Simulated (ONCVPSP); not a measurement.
bismuth (Bi), ONCV: configuration errors across variants

* Element: bismuth (Bi)
* Generator: ONCVPSP 4.0.1
* Type: optimised norm-conserving Vanderbilt (ONCV)
* Functional: PBE
* Relativity: scalar-relativistic
* Frozen core: [Xe] 4f14
* Valence charge: 15
* Reference configuration: 5d10 6s2 6p3
* Partial waves: 6s: rc 2.00 bohr, ncon 4, nbas 8, qcut 3.4 1/bohr, 2 projectors, debl 2.4 Ha; 6p: rc 2.25 bohr, ncon 4, nbas 9, qcut 3.6 1/bohr, 2 projectors, debl 0.7 Ha; 5d: rc 1.60 bohr, ncon 5, nbas 9, qcut 10.1 1/bohr, 2 projectors, debl 1.9 Ha; f scattering state at 0.06 Ha: rc 2.10 bohr, ncon 4, nbas 8, qcut 4.7 1/bohr, 1 projector
* Local potential: polynomial inside 1.05 bohr (lpopt 5, dvloc0 0 Ha)
* Core correction: Teter function, fcfact 3, rcfact 1.65

All-electron excitation energies from the reference (eV): (1) 5d10 6s2 6p2 7.913; (2) 5d10 6s2 6p1 23.161; (3) 5d10 6s2 6p0 46.504; (4) 5d10 6s1 6p3 18.732.

1 further variants failed, have other tests or another functional or relativity, and are left out.

A true bound ghost makes a file unfit for plane-wave use even where its test errors are small: the radial tests pick states by their node count and pass the ghost by.

Errors AE − PS in meV (a dash: test not solved or not reliable):

```tsv
change	(1)	(2)	(3)	(4)	bound ghosts	GHOST(+) flags above zero
base	-5.7	-27	-88	-16	s, p	s, f
core correction Teter function, fcfact 6, rcfact 1.05	-4.0	-12	-18	-6.2	s, p	s, f
d: qcut 9.5	-5.7	-27	-88	-16	s, p	s, f
core correction Teter function, fcfact 7.7, rcfact 1.65	-9.1	-54	-196	-27	s, p	s, f
local potential polynomial inside 1.05 bohr (lpopt 5, dvloc0 -2 Ha)	-5.7	-27	-88	-16	s, p	s, f
core correction Teter function, fcfact 3, rcfact 0.92	-4.0	-12	-17	-6.1	s, p	s, f
f: rc 2.02	-5.7	-27	-88	-16	s, p	s, f
```

Give the same row for: p: debl 5.45.

-5.6, -27, -88, -17; bound ghosts: s, p; GHOST(+) flags above zero: s, f.
